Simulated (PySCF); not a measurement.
Cartesian coordinates in Å; atom numbers follow the order of the lines, from 1:
```xyz
7

Mo   -0.010   -0.009   -0.323
N     0.045    0.042    1.342
H     0.075    0.067    2.361
Cl    2.209   -0.020   -0.934
Cl   -0.031    2.217   -0.915
Cl   -2.269   -0.028   -0.769
Cl   -0.019   -2.270   -0.763
```

Geometry: PBE0-D3(BJ)/def2-SVP; GIAO shifts from PySCF, gas phase, scalar relativity only through the core potential, averaged over equivalent atoms.

At PBE0/pcSseg-1 (def2-TZVP on Mo) (158 basis functions, 15 s wall time on 1 thread of an x86-64 server CPU, shared host):
```
          atoms  δ (ppm)
             N2    457.2
             H3     6.31
Cl4/Cl5/Cl6/Cl7    796.9
```

Scale: 15N (265.67 ppm) vs NH3; 1H (31.27 ppm) against TMS; 35Cl (943.27 ppm) against HCl (reference shieldings calculated alike).

Estimate the result of repeating the calculation with B3LYP/pcSseg-1 (def2-TZVP on Mo).

Results:


```
          atoms  δ at B3LYP/pcSseg-1 (def2-TZVP on Mo)  change
             N2                                  455.6    -1.6
             H3                                   6.35   +0.04
Cl4/Cl5/Cl6/Cl7                                  825.8   +28.9
```

Scale: 15N (263.54 ppm) against NH3; 1H (31.38 ppm) vs TMS; 35Cl (930.46 ppm) against HCl (reference shieldings calculated alike).

The largest change is at Cl4/Cl5/Cl6/Cl7 (chlorine bonded to Mo). Cost: 158 basis functions, 15 s wall time on 1 thread of an x86-64 server CPU, shared host.

Mo is described by an effective core potential, so it has no shielding of its own here; spin–orbit effects on the atoms bonded to it, which can be large, are absent, and the values of these neighbours are rough. Experimental scales use liquid or dissolved standards, which lie at an offset from isolated NH3 (liquid NH3: subtract about 20 ppm). Unscaled 15N shifts of sp2 nitrogen come out 20 to 40 ppm too high even then.
